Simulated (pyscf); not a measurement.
**Concerted two-bond exchange: H₂B–CH₂–CH₃ (SMILES BCC) → H₂B–CH₂–CH₃ (SMILES BCC)**

Gas phase, singlet surface, charge 0. Bonds broken: C1–H4, C2–B3. Bonds formed: C1–B3, C2–H4. Single points on ωB97X-D3(BJ)/def2-SVP structures (PySCF, gas phase). Correlated levels are frozen-core, on RHF or UHF. ΔMP2 is the change of the MP2 total energy from the triple- to the quadruple-zeta basis.

Transition state (Å):

```xyz
10

C      0.7862    -0.5700    -0.0040
C     -0.4584    -0.1244     1.0801
B      0.5322     0.9628     0.4227
H     -0.0925    -1.2594     0.6184
H      1.6400    -1.0973     0.4323
H      0.4661    -0.8934    -0.9992
H     -0.3069    -0.4008     2.1280
H     -1.4807    -0.1969     0.6966
H      1.3584     1.4277     1.1802
H      0.0322     1.6581    -0.4371
```

One imaginary mode, 676i cm⁻¹; descent along it reached the two sides named, in the forms told below.

| bond | change | reactant side (Å) | saddle | product side |
|---|---|---|---|---|
| C1–H4 | breaks | 1.101 | 1.279 | 2.197 |
| C2–B3 | breaks | 1.569 | 1.611 | 2.487 |
| C1–B3 | forms | 2.487 | 1.611 | 1.569 |
| C2–H4 | forms | 2.197 | 1.279 | 1.101 |

Electronic energies relative to the reactant's lowest minimum found (kJ/mol):

```json
[
 {"level": "ωB97X-D3(BJ)/def2-TZVP", "barrier": "174.1", "reaction energy": "0.0", "reverse barrier": "174.1"},
 {"level": "PBE/def2-TZVP", "barrier": "146.1", "reaction energy": "0.0", "reverse barrier": "146.1"},
 {"level": "r²SCAN/def2-TZVP", "barrier": "156.8", "reaction energy": "0.0", "reverse barrier": "156.8"},
 {"level": "B3LYP-D3(BJ)/def2-TZVP", "barrier": "179.2", "reaction energy": "0.0", "reverse barrier": "179.2"},
 {"level": "PBE0-D3(BJ)/def2-TZVP", "barrier": "157.0", "reaction energy": "0.0", "reverse barrier": "157.0"},
 {"level": "M06-2X/def2-TZVP", "barrier": "165.1", "reaction energy": "0.0", "reverse barrier": "165.1"},
 {"level": "ωB97M-D3(BJ)/def2-TZVP", "barrier": "168.9", "reaction energy": "0.0", "reverse barrier": "168.9"},
 {"level": "HF/def2-TZVP", "barrier": "234.8", "reaction energy": "0.0", "reverse barrier": "234.8"},
 {"level": "MP2/def2-QZVPP", "barrier": "164.9", "reaction energy": "0.0", "reverse barrier": "164.9"},
 {"level": "CCSD/def2-TZVPP", "barrier": "184.0", "reaction energy": "0.0", "reverse barrier": "184.0"},
 {"level": "CCSD(T)/def2-TZVPP", "barrier": "173.8", "reaction energy": "0.0", "reverse barrier": "173.8"},
 {"level": "CCSD(T)/def2-TZVPP + ΔMP2(QZVPP)", "barrier": "173.3", "reaction energy": "0.0", "reverse barrier": "173.3"}
]
```

With CCSD(T)/def2-TZVPP + ΔMP2(QZVPP) energies and thermal terms (ideal gas, 1 atm, RRHO with modes under 100 cm⁻¹ raised to 100, one conformer, R ln 2 for chiral ones without a mode under 150 cm⁻¹), in kJ/mol:

```
T (K)    ΔH‡    ΔG‡   ΔH   ΔG
-----  -----  -----  ---  ---
298    166.9  176.1  0.0  0.0
600    164.4  186.6  0.0  0.0
900    162.5  198.1  0.0  0.0
1200   160.6  210.2  0.0  0.0
```

On the reactant side the descent ends in a point that may be a rotor saddle (no frequency run), 5.2 kJ/mol over the lowest minimum found and 169.0 kJ/mol under the saddle at ωB97X-D3(BJ)/def2-TZVP. On the product side the descent ends in a point that may be a rotor saddle (no frequency run), 5.2 kJ/mol over the lowest minimum found and 169.0 kJ/mol under the saddle at ωB97X-D3(BJ)/def2-TZVP. H₂B–CH₂–CH₃ lies 62.9 kJ/mol over its isomer H₃C–BH–CH₃ (electronic energy, ωB97M-D3(BJ)/def2-TZVP). Another saddle between the same species, by other bonds, lies lower (95.4 kJ/mol against 168.9 kJ/mol at ωB97M-D3(BJ)/def2-TZVP). The CCSD(T) − MP2 part came from Ansatz, without density fitting, on the same reference.
